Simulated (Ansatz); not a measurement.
A structure relaxed at PBE0-D4/def2-TZVP, charge 0, multiplicity 1:

```
atom    x (Å)    y (Å)    z (Å)
  N1   1.1264  -1.3866  -1.1982
 In2   0.4897  -0.1280   0.2377
  O3   1.2942  -0.8476   1.9190
  B4  -0.9635   1.5610   0.1272
  S5  -2.6404   1.4446  -0.3961
  H6   1.9174  -1.9745  -0.9802
  H7   1.1665  -1.0954  -2.1622
  H8   1.0162  -0.3852   2.7117
  H9  -0.6619   2.6740   0.4387
 H10  -2.7446   0.1377  -0.6976
```

Give its formula and SMILES.

BH5InNOS, `[NH2][In]([OH])[BH]S`.

Summarise the bond lengths by kind.

1 × In–N 2.013 Å; 2 × H–N 1.008 to 1.009 Å; 1 × In–O 1.998 Å; 1 × B–In 2.231 Å; 1 × H–O 0.959 Å; 1 × B–S 1.761 Å; 1 × B–H 1.194 Å; 1 × H–S 1.345 Å.

Results of the Gaussian-basis code of Ansatz.
